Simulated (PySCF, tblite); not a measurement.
Compound: CH₁₀N₂OSi₃.
Atom-mapped SMILES: `[CH3:1][Si@@H:2]1[NH:3][Si@@H:4]([OH:5])[NH:6][SiH2:7]1` (hydrogens: H8, H9, H10 on C1; H11 on Si2; H12 on N3; H13 on Si4; H14 on O5; H15 on N6; H16, H17 on Si7)

Geometry (GFN2-xTB, Å), atoms numbered from 1 in this order:
```xyz
17
CH10N2OSi3 angstrom
C     -2.7128    0.0035   -0.0558
Si    -0.9876   -0.0138    0.7490
N      0.0309    1.2098    0.0481
Si     1.5110    0.8464   -0.7714
O      2.7680    1.7613   -0.2963
N      1.6873   -0.8256   -0.3620
Si     0.3908   -1.7905    0.2699
H     -3.1948    0.9700    0.0602
H     -3.3571   -0.7372    0.4074
H     -2.6663   -0.2155   -1.1186
H     -1.1702    0.3566    2.1725
H     -0.2810    2.1659    0.0220
H      1.4886    1.1274   -2.2005
H      3.0354    1.7707    0.6191
H      2.5360   -1.2758   -0.6600
H     -0.0458   -2.7591   -0.7543
H      0.9607   -2.5822    1.3734
```

Level of theory: CAM-B3LYP/def2-SVPD in PySCF (dipole) on a GFN2-xTB geometry, gas phase.

Take the most abundant isotopes and a rigid rotor. The values belong to one conformer with, in the numbering `[CH3:1][Si@@H:2]1[NH:3][Si@@H:4]([OH:5])[NH:6][SiH2:7]1`, N3–Si4–O5–H 58°, C1–Si2–N3–Si4 -119°, Si2–N3–Si4–O5 -132°, N3–Si4–N6–Si7 16°, Si4–N6–Si7–Si2 -14°.

(1) What are A, B and C (MHz)?

(2) Classify the top.

(3) Is it planar, by Δ = Ic − Ia − Ib?

(4) Give the other two planar moments, Paa and Pbb, and the rms extents of the mass along the axes.

(5) Which lines would a microwave search look for?

Answers

(1) Ia = 221.26, Ib = 453.36, Ic = 606.41 u·Å²; 505379 MHz·u·Å²/I gives A = 2284, B = 1115, C = 833.4 MHz.

(2) An asymmetric top: κ = (2 × 1115 − 2284 − 833.4)/(2284 − 833.4) = -0.61.

(3) Not planar: Δ = Ic − Ia − Ib = -68.20 u·Å². For a rigid frame Δ = −2 Σ m c², so Σ m c² = 34.10 u·Å² lies off the ab plane: 14.53 from hydrogen and 19.57 from heavier atoms. The atom farthest from that plane is 1.90 Å away.

(4) Paa = Σ m a² = (Ib + Ic − Ia)/2 = 419.26 and Pbb = Σ m b² = (Ia + Ic − Ib)/2 = 187.16 u·Å². With the mass M = 150.01 u, the rms extents √(P/M) along a, b and c are 1.67, 1.12, 0.48 Å.

(5) The dipole components are |μa| = 0.90 D, |μb| = 0.00 D, |μc| = 0.62 D. Intensities carry the squares of the components, which stand as 1.00 : 0.00 : 0.47 (a : b : c). Some lines, for components of 0.1 D or more:

```json
{"type": "a", "branch": "Q", "J(Ka,Kc)": "2(1,1) ← 2(1,2)", "MHz": "844", "lower level (cm⁻¹)": "0.225"}
{"type": "c", "branch": "Q", "J(Ka,Kc)": "2(1,2) ← 2(0,2)", "MHz": "933", "lower level (cm⁻¹)": "0.193"}
{"type": "c", "branch": "Q", "J(Ka,Kc)": "1(1,1) ← 1(0,1)", "MHz": "1169", "lower level (cm⁻¹)": "0.065"}
{"type": "a", "branch": "R", "J(Ka,Kc)": "1(0,1) ← 0(0,0)", "MHz": "1948", "lower level (cm⁻¹)": "0.000"}
{"type": "c", "branch": "R", "J(Ka,Kc)": "1(1,0) ← 0(0,0)", "MHz": "3399", "lower level (cm⁻¹)": "0.000"}
{"type": "c", "branch": "Q", "J(Ka,Kc)": "2(2,1) ← 2(1,1)", "MHz": "3508", "lower level (cm⁻¹)": "0.253"}
{"type": "a", "branch": "R", "J(Ka,Kc)": "2(1,2) ← 1(1,1)", "MHz": "3615", "lower level (cm⁻¹)": "0.104"}
{"type": "a", "branch": "R", "J(Ka,Kc)": "2(0,2) ← 1(0,1)", "MHz": "3851", "lower level (cm⁻¹)": "0.065"}
{"type": "a", "branch": "R", "J(Ka,Kc)": "2(1,1) ← 1(1,0)", "MHz": "4178", "lower level (cm⁻¹)": "0.113"}
{"type": "c", "branch": "R", "J(Ka,Kc)": "2(1,1) ← 1(0,1)", "MHz": "5628", "lower level (cm⁻¹)": "0.065"}
{"type": "c", "branch": "R", "J(Ka,Kc)": "2(2,0) ← 1(1,0)", "MHz": "7731", "lower level (cm⁻¹)": "0.113"}
{"type": "c", "branch": "R", "J(Ka,Kc)": "2(2,1) ← 1(1,1)", "MHz": "7967", "lower level (cm⁻¹)": "0.104"}
```

Its GFN2-xTB frequencies are all real (lowest 51 cm⁻¹). Zero-point vibration and centrifugal distortion are left out. A rigid rotor knows nothing of internal rotation, which can split or shift real lines. Quadrupole hyperfine structure (14N) is left out.
